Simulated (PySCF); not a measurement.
**Dipole moment and polarisability of `C=C[C@H](C#N)c1cnsc1`**

C7H6N2S.
Atom-mapped SMILES: `[CH2:1]=[CH:2][C@H:3]([C:4]#[N:5])[c:6]1[cH:7][n:8][s:9][cH:10]1` (hydrogens: H11, H12 on C1; H13 on C2; H14 on C3; H15 on C7; H16 on C10)

Cartesian coordinates in Å at the PBE0-D3(BJ)/def2-SVP level; atoms count from 1:
```xyz
16
C7H6N2S angstrom
C     -2.569   -1.000    1.389
C     -1.804   -0.797    0.319
C     -0.876    0.389    0.162
C     -1.261    1.191   -1.001
N     -1.561    1.808   -1.932
C      0.569   -0.047    0.061
C      1.231   -0.818    1.064
N      2.485   -1.124    0.840
S      2.952   -0.493   -0.618
C      1.438    0.210   -0.971
H     -3.207   -1.883    1.465
H     -2.589   -0.293    2.224
H     -1.795   -1.511   -0.511
H     -0.988    1.038    1.049
H      0.757   -1.166    1.987
H      1.237    0.773   -1.883
```

Level: PBE0/def2-SVPD (PySCF), static field, nuclei fixed, core orbitals frozen in the response. The polarisability tensor in these axes (au):

```
x   129.02  -5.12 -14.80
y    -5.12  86.23 -18.38
z   -14.80 -18.38 107.24
```

Task: Give the principal values, the mean and the anisotropy Δα = √{½[(α1 − α2)² + (α2 − α3)² + (α1 − α3)²]}.

Result: Principal values 72.95, 112.70 and 136.84 au; mean 107.50 au = 15.93 Å³ = 17.72 × 10⁻⁴⁰ C²·m²/J; Δα = 55.88 au (52 % of the mean).

Task: What is the dipole moment, and where does it point?

Result: (-0.87, -1.08, 1.99) D, 2.43 D in size, pointing from the negative to the positive side. Measured along this direction, the outermost atoms are H16 at the negative end and H11 at the positive end.

Task: Form Σ f/ω² (atomic units) for the 6 lowest TDDFT singlets, given as eV and f, and set it beside the mean polarisability, which is this sum over all singlets: 5.47, 0.1702; 5.62, 0.0032; 6.08, 0.0036; 6.16, 0.0236; 6.29, 0.0091; 6.36, 0.0252.

Result: They add up to 5.44 au, 5.1 % of the 107.50 au; the largest single term is 4.21 au, from the state at 5.47 eV. Terms in order: 4.21, 0.08, 0.07, 0.46, 0.17, 0.46 au. Higher excitations give the rest. The strengths listed sum to 0.235.

Task: Traceless (Buckingham) quadrupole moment about the centre of nuclear charge: eigenvalues?

Result: -26.80, 7.26, 19.54 D·Å. The values depend on the origin, since the dipole doesn't vanish. The electronic extent ⟨r²⟩ about the same centre is 1796 bohr², a root-mean-square distance of 2.54 Å for the 78 electrons.

Task: Orientational against electronic polarisability at 273 K (dilute gas, rigid molecules)?

Result: In Gaussian units μ²/3kT = 52.01 Å³ against 15.93 Å³, a ratio of 3.27; the Debye molar polarisation (4π/3)N_A(α + μ²/3kT) is 171.4 cm³/mol, leaving out the vibrational part.

Task: What would n − 1 = 2πNα be for an ideal gas of these molecules at 273.15 K and 1 atm, electronic part alone?

Result: N = p/kT = 2.6868 × 10¹⁹ cm⁻³, so n − 1 = 2π × N × 15.93 × 10⁻²⁴ cm³ = 2689 × 10⁻⁶ at long wavelengths.

Task: Find the Langevin capture rate constant for O2+ (31.990 u) meeting this molecule (150.025 u), k = 2.342 × 10⁻⁹ cm³/s × √(α in Å³ / reduced mass in u).

Result: The reduced mass is 26.37 u, so k = 1.82 × 10⁻⁹ cm³/s. The formula leaves out the permanent dipole, which adds to the capture rate.

The structure is a single PBE0-D3(BJ)/def2-SVP conformer in the gas phase; no vibrational or solvent corrections.
